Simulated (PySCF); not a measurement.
C5H12Si2, SMILES C[SiH2]C#C[SiH](C)C at its GFN2-xTB optimised geometry (Å):

```
19

Si    -1.1212     1.2315     0.0026
C      0.3916     2.3783    -0.0193
C     -0.5199    -0.5197    -0.0005
C     -0.1217    -1.6639     0.0000
Si     0.4705    -3.4228     0.0000
C     -0.1971    -4.2807    -1.5611
C     -0.1973    -4.2793     1.5618
H     -1.9448     1.4472    -1.1955
H     -1.9139     1.4528     1.2203
H      0.0921     3.4228    -0.0167
H      1.0236     2.2138     0.8491
H      1.0002     2.2114    -0.9038
H      1.9448    -3.4228     0.0000
H     -1.2833    -4.2646    -1.5881
H      0.1186    -5.3193    -1.6082
H      0.1594    -3.7871    -2.4602
H     -1.2835    -4.2624     1.5890
H      0.1176    -5.3182     1.6095
H      0.1598    -3.7854     2.4605
```

Computed with PySCF 2.14.0 with PBE0/def2-SVP.

Map of the log10 of the electron density (e/bohr³), floored at −4 on the plane z = 1.0 Å:

```
|000000000000000000000000000|
|000000000000000000000000000|
|000000000000111100000000000|
|000000000001233210000000000|
|000000000013454432000000000|
|000000011223566543200000000|
|000000123344567765310000000|
|000001345555678986420000000|
|000002467776678996420000000|
|000013579987777876410000000|
|000013579987666654200000000|
|000002468887654432100000000|
|000002356677654320000000000|
|000000234567765420000000000|
|000000123567776431000000000|
|000000013567776532000000000|
|000000013467776542000000000|
|000000002456777543100000000|
|000000002356777543321000000|
|000000001345676655432000000|
|000000002345677666543100000|
|000000013467888776643100000|
|000000024678999866543100000|
|000000025789999765432000000|
|000000024678998754321000000|
|000000013567888643210000000|
|000000001345777532000000000|
```
Scale: ten equal steps from -4.00 (start of '0') to -0.697 (end of '9'), in the order '0123456789'; x runs from -5.50 to 5.50, y from -5.50 (bottom) to 5.50 (top).
